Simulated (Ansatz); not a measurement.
Species: C3H12OSi2 (charge 0, singlet). 
Coordinates optimised at B3LYP-D3(BJ)/def2-TZVP (Ansatz, a quantum-chemistry and plane-wave program):
SMILES: C[Si](C)(C)O[SiH3]
```xyz
18

C     -1.2112    -0.0319     1.7624
Si    -0.7694    -0.1013    -0.0539
C     -1.2059     1.5133    -0.8918
C     -1.6169    -1.5376    -0.8917
O      0.8596    -0.3496    -0.1950
Si     2.3468     0.2368     0.1248
H     -0.6938     0.7890     2.2645
H     -2.2847     0.1189     1.9000
H     -0.9360    -0.9596     2.2690
H     -0.6901     2.3547    -0.4231
H     -0.9258     1.4960    -1.9473
H     -2.2796     1.7082    -0.8336
H     -1.3409    -2.4832    -0.4203
H     -1.3382    -1.5947    -1.9461
H     -2.7037    -1.4389    -0.8361
H      2.5505     0.3779     1.5878
H      3.3553    -0.6999    -0.4177
H      2.5309     1.5683    -0.5036
```

Wanted: vertical triplet-singlet gap (E(triplet) - E(singlet); each state is the SCF solution reached for its spin; for the triplet T1 is 0.056), in kcal/mol. Correlated levels leave the core frozen unless marked. Open shells are spin-unrestricted. Spin-orbit coupling is left out. No relativistic terms. 

| level | program | vertical triplet-singlet gap (kcal/mol) |
|---|---|---|
| HF/aug-cc-pV(D+d)Z | Ansatz | 172.1 |
| HF/aug-cc-pV(T+d)Z | Ansatz | 168.2 |
| SVWN5/def2-TZVPD | Ansatz | 138.2 |
| PBE/def2-TZVPD | Ansatz | 140.3 |
| r2SCAN/def2-TZVPD | Ansatz | 149.9 |
| B3LYP/def2-TZVPD | Ansatz | 155.0 |
| PBE0/def2-TZVPD | Ansatz | 156.0 |
| BHLYP/def2-TZVPD | Ansatz | 170.9 |
| CAM-B3LYP/def2-TZVPD | Ansatz | 166.5 |
| wB97M-V/def2-TZVPD | Ansatz | 168.9 |
| wB97X-V/def2-TZVPD | Ansatz | 173.2 |
| B2PLYP/def2-TZVPD | Ansatz | 164.7 |
| MP2/aug-cc-pV(D+d)Z | Ansatz | 188.9 |
| RI-MP2/aug-cc-pV(T+d)Z | Ansatz | 180.3 |
| SCS-MP2/aug-cc-pV(D+d)Z | Ansatz | 190.4 |
| CCSD/aug-cc-pV(D+d)Z | Ansatz | 172.1 |
| CCSD(T)/aug-cc-pV(D+d)Z | Ansatz | 167.3 |
